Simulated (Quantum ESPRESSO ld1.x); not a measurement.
Species: Gd XLVI. Configuration: [Ar] 3d1. Method: Dirac Kohn-Sham, revPBE, spin-unpolarised, spherical densities, point nucleus; open shells fill j = l - 1/2 first; computed with ld1.x of Quantum ESPRESSO 7.5.

Spin-orbit splittings of the eigenvalues, e(l+1/2) - e(l-1/2), with zeta = 2 splitting/(2l+1) and mean radii in bohr:

shell  occ.  splitting (eV)  zeta (eV)  <r> j=l-1/2  <r> j=l+1/2
2p        6           706.7      471.1      0.07677      0.08341
3p        6           173.6      115.7       0.2151       0.2255
3d        1               ?          ?       0.1952       0.1985

Estimate the 3d splitting.

Answer. 40.86 eV (zeta = 16.34 eV).
